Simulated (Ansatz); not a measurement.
```yaml
crystal:
  periodic: [false, false, false]
  atoms:
    - {symbol: C, position_ang: [-5.583533, 0.725567, -0.840784]}
    - {symbol: C, position_ang: [-5.051641, 0.500639, 0.519263]}
    - {symbol: C, position_ang: [-6.183074, 0.884086, 1.598206]}
    - {symbol: C, position_ang: [-4.855645, -1.009326, 0.625279]}
    - {symbol: C, position_ang: [-3.780980, 1.196365, 0.885058]}
    - {symbol: C, position_ang: [-3.246633, 2.196712, 0.071817]}
    - {symbol: C, position_ang: [-1.985509, 2.820118, 0.448297]}
    - {symbol: C, position_ang: [-1.359494, 2.501097, 1.525052]}
    - {symbol: I, position_ang: [0.511457, 3.364580, 1.891865]}
    - {symbol: C, position_ang: [2.003119, 1.981671, 1.031229]}
    - {symbol: C, position_ang: [2.202867, 2.037973, -0.366866]}
    - {symbol: C, position_ang: [3.163378, 1.184782, -0.884621]}
    - {symbol: C, position_ang: [3.823702, 0.300330, -0.034100]}
    - {symbol: C, position_ang: [5.000332, -0.606775, -0.678629]}
    - {symbol: C, position_ang: [4.391005, -1.343520, -1.983748]}
    - {symbol: C, position_ang: [5.412762, -1.664602, 0.308549]}
    - {symbol: C, position_ang: [6.176618, 0.283015, -1.008263]}
    - {symbol: C, position_ang: [3.560848, 0.200728, 1.245795]}
    - {symbol: C, position_ang: [2.540431, 1.071386, 1.791848]}
    - {symbol: C, position_ang: [-1.896846, 1.591682, 2.430265]}
    - {symbol: C, position_ang: [-3.122379, 0.900533, 2.086166]}
    - {symbol: H, position_ang: [-5.853216, 1.870913, -0.943802]}
    - {symbol: H, position_ang: [-6.494075, 0.220986, -1.110246]}
    - {symbol: H, position_ang: [-4.778980, 0.529666, -1.588561]}
    - {symbol: H, position_ang: [-7.079368, 0.335650, 1.387093]}
    - {symbol: H, position_ang: [-6.356260, 1.903218, 1.551635]}
    - {symbol: H, position_ang: [-5.836153, 0.612688, 2.642339]}
    - {symbol: H, position_ang: [-4.025791, -1.371748, -0.060226]}
    - {symbol: H, position_ang: [-4.524914, -1.439085, 1.645365]}
    - {symbol: H, position_ang: [-5.706720, -1.648305, 0.383057]}
    - {symbol: H, position_ang: [-3.720245, 2.397857, -0.871380]}
    - {symbol: H, position_ang: [-1.575131, 3.511739, -0.336895]}
    - {symbol: H, position_ang: [1.711330, 2.791730, -1.011028]}
    - {symbol: H, position_ang: [3.428816, 1.293649, -1.956196]}
    - {symbol: H, position_ang: [3.575062, -1.980888, -1.795498]}
    - {symbol: H, position_ang: [5.255676, -1.894148, -2.446977]}
    - {symbol: H, position_ang: [4.155107, -0.644403, -2.755796]}
    - {symbol: H, position_ang: [6.237843, -2.410902, -0.159193]}
    - {symbol: H, position_ang: [5.918535, -1.300618, 1.218219]}
    - {symbol: H, position_ang: [4.544803, -2.437451, 0.604371]}
    - {symbol: H, position_ang: [6.579185, 0.755515, -0.102523]}
    - {symbol: H, position_ang: [5.885011, 1.061105, -1.740547]}
    - {symbol: H, position_ang: [7.029034, -0.278518, -1.416693]}
    - {symbol: H, position_ang: [3.932673, -0.588046, 1.908770]}
    - {symbol: H, position_ang: [2.210360, 0.933195, 2.843446]}
    - {symbol: H, position_ang: [-1.290241, 1.277189, 3.362403]}
    - {symbol: H, position_ang: [-3.427762, 0.165626, 2.774652]}
    - {symbol: O, position_ang: [0.204353, -0.870910, 2.348667]}
    - {symbol: S, position_ang: [-0.427468, -1.178470, 1.050201]}
    - {symbol: O, position_ang: [-1.803802, -1.779548, 1.138841]}
    - {symbol: N, position_ang: [-0.259094, 0.149107, 0.108657]}
    - {symbol: S, position_ang: [-0.857740, 0.117460, -1.369089]}
    - {symbol: O, position_ang: [-0.496690, 1.501243, -2.060619]}
    - {symbol: O, position_ang: [-2.274213, -0.369986, -1.574494]}
    - {symbol: C, position_ang: [0.184075, -1.184526, -2.248282]}
    - {symbol: F, position_ang: [-0.307031, -1.396573, -3.458363]}
    - {symbol: F, position_ang: [1.427283, -0.754788, -2.324789]}
    - {symbol: C, position_ang: [0.170781, -2.580154, -1.396498]}
    - {symbol: F, position_ang: [-1.066443, -3.098764, -1.512945]}
    - {symbol: F, position_ang: [1.071481, -3.438779, -1.988141]}
    - {symbol: C, position_ang: [0.538903, -2.483690, 0.108024]}
    - {symbol: F, position_ang: [0.437488, -3.645629, 0.646540]}
    - {symbol: F, position_ang: [1.914470, -2.094602, 0.098228]}
basis:
  gaussian: {orbitals: def2-SVP, fitting: {mean_field: def2-universal-jkfit}}
hamiltonian: {xc: {name: r2SCAN}, dispersion: rvv10}
```

```sh
$ ansatz run in.yaml --threads 2 --pin off --events-out ev --progress --plain --max-ram 32768MiB --backend cuda --devices 0, --max-vram 18GiB
```

Output, abridged:

```
Functional definition: r2SCAN+rVV10
3514 factors; integrals over basis functions are off by at most 2.6e-1 eV
mean field evaluation 1: about -79872.3484 eV, gradient 1.7e2 eV
mean field evaluation 2: about -79540.6224 eV, gradient 4.0e2 eV
mean field evaluation 4: about -79931.8105 eV, gradient 4.5e1 eV
mean field evaluation 8: about -79936.4488 eV, gradient 1.7e0 eV
mean field evaluation 16: about -79936.5070 eV, gradient 6.4e-3 eV
mean field -79936.50699251 eV, -2937.6124490641 hartree, gradient 2.4e-5 eV, S^2 0.000000; 0 other end points of the search recorded, 0 dependent functions left out
reference -79936.50701380 eV, -2937.6124498467 hartree; 157, 157 occupied and 511, 511 virtual orbitals, 3514 factors
Total energy: -79936.50701380 eV, -2937.6124498467 hartree
```

Run time 13 s (2 threads of AMD EPYC 7R13 on a shared host and a share (18 GiB) of an NVIDIA H100 80GB HBM3), peak host memory 1.2 GiB.

In the def2 sets I takes a core potential; there is no spin–orbit coupling.
